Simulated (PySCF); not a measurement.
Species: C6H9NS.
Cartesian coordinates in Å at the GFN2-xTB level; atoms count from 1:
```xyz
17
C6H9NS angstrom
C      3.1676    0.1670   -0.1493
N      1.9550   -0.5819   -0.2158
C      0.8527   -0.0437    0.0424
C     -0.4119   -0.8280    0.0011
C     -1.4772   -0.1735   -0.8917
C     -2.4690    0.5206   -0.0079
C     -2.3777    0.2484    1.2843
S     -1.0869   -0.8484    1.7240
H      3.6553    0.1125   -1.1233
H      3.0225    1.2192    0.1322
H      3.8217   -0.3172    0.5766
H      0.7421    1.0135    0.3306
H     -0.1926   -1.8577   -0.2785
H     -1.0041    0.5296   -1.5821
H     -1.9890   -0.9301   -1.4945
H     -3.2135    1.1695   -0.4361
H     -3.0020    0.6124    2.0780
```

Theory: PBE0/def2-SVPD in PySCF (dipole) on a GFN2-xTB geometry, gas phase.

Take the most abundant isotopes and a rigid rotor. The values belong to one conformer with, in the numbering `[CH3:1]/[N:2]=[CH:3]/[C@@H:4]1[CH2:5][CH:6]=[CH:7][S:8]1`, N2–C3–C4–C5 -127°, C3–C4–C5–C6 -102°, C4–C5–C6–C7 -11°, C6–C7–S8–C4 7°, C3–C4–S8–C7 108°.

(1) Give the principal moments of inertia and the rotational constants in GHz.

(2) What kind of rotor is it?

(3) What does the inertial defect say?

(4) Which lines would a microwave search look for?

(5) Estimate the classical rotational partition function at 10 K, 100 K and 500 K.

Results:

(1) Ia = 136.60, Ib = 489.34, Ic = 563.17 u·Å²; 505379 MHz·u·Å²/I gives 3700, 1033 and 897.4 MHz, that is A = 3.6997, B = 1.0328, C = 0.8974 GHz.

(2) A near-prolate asymmetric top; Ray's κ = -0.903.

(3) Not planar: Δ = Ic − Ia − Ib = -62.76 u·Å². For a rigid frame Δ = −2 Σ m c², so Σ m c² = 31.38 u·Å² lies off the ab plane: 11.22 from hydrogen and 20.16 from heavier atoms. The atom farthest from that plane is 1.71 Å away.

(4) The dipole components are |μa| = 0.33 D, |μb| = 1.74 D, |μc| = 1.20 D. Intensities carry the squares of the components, which stand as 0.04 : 1.00 : 0.47 (a : b : c). Some of the stronger lines:

| type | branch | J(Ka,Kc) | MHz | lower level (cm⁻¹) |
| --- | --- | --- | --- | --- |
| c | Q | 5(1,5) ← 5(0,5) | 1859 | 0.960 |
| c | Q | 4(1,4) ← 4(0,4) | 2120 | 0.641 |
| b | Q | 5(1,4) ← 5(0,5) | 3887 | 0.960 |
| b | R | 4(0,4) ← 3(1,3) | 5320 | 0.464 |
| c | R | 2(1,1) ← 1(0,1) | 6798 | 0.064 |
| b | R | 2(2,1) ← 1(1,0) | 11996 | 0.158 |
| b | R | 2(2,0) ← 1(1,1) | 12137 | 0.153 |
| c | Q | 3(3,1) ← 3(2,1) | 13651 | 0.752 |
| b | R | 3(2,1) ← 2(1,2) | 14222 | 0.278 |
| c | R | 3(3,0) ← 2(2,0) | 19462 | 0.558 |
| c | R | 3(3,1) ← 2(2,1) | 19467 | 0.558 |
| b | R | 3(3,0) ← 2(2,1) | 19467 | 0.558 |
| b | R | 4(3,1) ← 3(2,2) | 21407 | 0.751 |
| c | R | 5(3,3) ← 4(2,3) | 23357 | 1.009 |
| b | Q | 5(5,0) ← 5(4,1) | 24601 | 2.426 |
| c | R | 5(5,0) ← 4(4,0) | 34263 | 2.103 |

(5) Point group C1, symmetry number σ = 1; q = (√π/σ)·√((kT/h)³/(ABC)), k/h = 20836.6 MHz/K: 2880 at 10 K, 91000 at 100 K, 1020000 at 500 K.

GFN2-xTB frequencies: not computed here. No vibrational averaging or centrifugal distortion is included, and the geometry carries the error of its method. A rigid rotor knows nothing of internal rotation, which can split or shift real lines. Quadrupole hyperfine structure (14N) is left out.
